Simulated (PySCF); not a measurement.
[Pb(OH)3]− at several levels of theory

Computed with PySCF 2.14.0 (density fitting, no spin-orbit coupling) at the geometry relaxed with PBE0:

```xyz
7
[Pb(OH)3]− (singlet)
Pb    0.0000    0.0000   -0.2381
O     1.7433    0.2240    1.0692
H     1.5003   -0.4742    1.6949
O    -1.0656    1.3977    1.0692
H    -0.3395    1.5364    1.6949
O    -0.6777   -1.6217    1.0692
H    -1.1608   -1.0622    1.6949
```

```csv
level,basis,state,HOMO (eV),gap (eV),charge on Pb1 (e),dipole about the centre of mass (D),largest force component (eV/Å)
PBE0,"Pb def2-SVP with ECP60, O def2-SVP, H def2-SVP",singlet,-1.40,6.52,0.48,3.13,0.01
TPSS,the same,singlet,-0.05,4.66,0.37,2.83,0.64
PBE0,"Pb def2-TZVP with ECP60, O def2-TZVP, H def2-TZVP",singlet,-1.89,6.23,0.64,3.70,0.36
PBE0,"Pb x2c-SVPall, O x2c-SVPall, H x2c-SVPall",singlet,-1.42,6.61,0.51,3.15,0.54
```

Charges are Mulliken's, which hang on the basis. The relaxation used the grid (50, 194), these runs (75, 302) or, all-electron (x2c bases, spin-free X2C Hamiltonian), (99, 590).

Problem. A further run in the first row's basis gives HOMO (eV) -1.14, gap (eV) 6.03, charge on Pb1 (e) 0.45, dipole about the centre of mass (D) 3.10, largest force component (eV/Å) 0.43. Which level was it?
A. revPBE
B. BP86
C. B3LYP

Solution. C. The others give HOMO -0.09 eV (BP86); 0.11 eV (revPBE).

In the first row's basis the gap widens with exact exchange: 4.5 to 4.7 eV for revPBE, BP86, TPSS (none); 6.0 to 6.5 eV for B3LYP, PBE0 (a fixed share).

The highest filled level of some runs lies above zero, as often for anions with such functionals and bases.
